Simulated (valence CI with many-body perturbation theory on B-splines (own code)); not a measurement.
**O2+ in brief**

Method: relativistic CI+MBPT: four valence electrons over a frozen Dirac-Fock core [He], radial functions for each j: 11 s, 11 p, 9 d, 7 f, 5 g, 2 h, 1 i, with the one-electron correlation potential Σ1, the two-electron term Σ2, the three-electron term Σ3, Breit, model QED; selected CI, second order for the rest, scaled by the run's own slope (own B-spline code, finite nucleus).

Set against measurement, 32 paired levels are off by 91 cm⁻¹ on average, the worst by 230. These come from a selection out of Moore, Selected Tables of Atomic Spectra, NSRDS-NBS 3, section 11. Levels without a partner in it may be off by more. Among the levels kept, up to 570 cm⁻¹ of a level comes from second order outside the variational space, and about a tenth of that is noise between levels of different J, which matters for small intervals.

Rates and lifetimes use the calculated energies. Strong lines usually hold to 10 to 20 %, long lifetimes can be off by a factor of two.

(1) What is the ground level?

(2) How well does LS coupling describe the low levels?

(3) Among levels below 380411 cm⁻¹, which E1 lines absorb most strongly from the ground level?

(4) How is the term ³P of the ground level split?

(5) Where does the other parity begin?

## Answers

(1) 2s²2p² ³P_0, composition 97 % 2s²2p² ³P.

(2) Among the lowest 20 levels the leading LS term, summed over configurations, holds 100 % on average. For single configurations the figures are 96 % in LS and 68 % in jj coupling. Terms hardly mix: every one of these levels is at least 95 % one term.

(3) to 2s²2p3d ³D°_1 at 30.57 nm, f = 0.499; to 2s2p³ ³S°_1 at 50.69 nm, f = 0.184; to 2s2p³ ³P°_1 at 70.19 nm, f = 0.136.

(4) J = 0 at 0, J = 1 at 113, J = 2 at 306 cm⁻¹.

(5) At 2s2p³ ⁵S°_2, 60207 cm⁻¹.
